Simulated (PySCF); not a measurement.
**Basis-set dependence of excited states**

Potassium fluoride, KF.
SMILES: `[F][K]`

TDDFT with PBE0 (PySCF), vertical singlets, core orbitals frozen in the response, spherical d and f functions. Isolated species at its PBE0-D3(BJ)/def2-SVP geometry, gas phase.

**Question.** How do the low singlets change with the basis? Take def2-SVP, 6-31G*, def2-SVPD, def2-TZVP and def2-TZVPD.

**Answer.** 

| basis | functions | diffuse | S1 (eV) | S2 (eV) | S3 (eV) | S4 (eV) | S5 (eV) | LUMO (eV) | α (au) |
| --- | --- | --- | --- | --- | --- | --- | --- | --- | --- |
| def2-SVP | 38 | no | 3.69 | 3.69 | 3.69 | 5.41 | 5.41 | -1.07 | 15.1 |
| 6-31G* | 46 | no | 4.05 | 4.05 | 4.08 | 5.32 | 5.32 | -1.06 | 17.8 |
| def2-SVPD | 50 | yes | 4.53 | 4.54 | 4.54 | 5.93 | 5.93 | -1.02 | 16.0 |
| def2-TZVP | 64 | no | 4.41 | 4.41 | 4.41 | 6.10 | 6.10 | -1.01 | 14.8 |
| def2-TZVPD | 76 | yes | 4.58 | 4.58 | 4.58 | 5.94 | 5.94 | -0.99 | 17.2 |

States are compared by their number. Against the largest diffuse basis here (def2-TZVPD, itself not a converged limit), sets without diffuse functions differ by up to 0.89 eV in S1 and 0.61 eV in S5; the smaller diffuse sets differ by up to 0.05 and 0.01 eV. S1 is led by HOMO-2/HOMO-1→LUMO (98%) in 6-31G* and by HOMO→LUMO (92%) in def2-TZVPD. State by state, the largest deviation of a set without diffuse functions is S1 0.89, S2 0.89, S3 0.89, S4 0.61, S5 0.61 eV. The same number needn't mean the same state in each row. Against def2-TZVPD the polarisability deviates by -12% in def2-SVP, +3% in 6-31G*, -7% in def2-SVPD, -14% in def2-TZVP.
